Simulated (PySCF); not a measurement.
Isomers of C3H7FSi2. Method used: PBE0-D3(BJ)/def2-SVP geometry optimisation, gas phase (PySCF). Energies are electronic, without zero-point or thermal terms, for one conformer each. No frequencies were run at this level. Point groups hold within 0.08 Å.

Question: Order them by energy at this level, lowest first, and give relative energies in kcal/mol.
A. `[F:1][CH2:2][SiH2:3][C:4]#[C:5][SiH3:6]` with F1–C2–Si3–C4 180°
B. `[CH:1]#[C:2][SiH2:3][CH2:4][SiH2:5][F:6]` with C2–Si3–C4–Si5 -58°, Si3–C4–Si5–F6 -56°

Answer: B (0.0), A (46.4).

As drawn, the lower has an Si–F bond, which the higher lacks.

| SMILES | E (Eh) | E rel (kcal/mol) | dipole (D) | point group | A, B, C (MHz) |
| --- | --- | --- | --- | --- | --- |
| C#C[SiH2]C[SiH2]F | -796.53547 | 0.0 | 1.92 | C1 | 3333, 1283, 1126 |
| FC[SiH2]C#C[SiH3] | -796.46157 | 46.4 | 1.66 | – | 8505, 637.1, 603.4 |
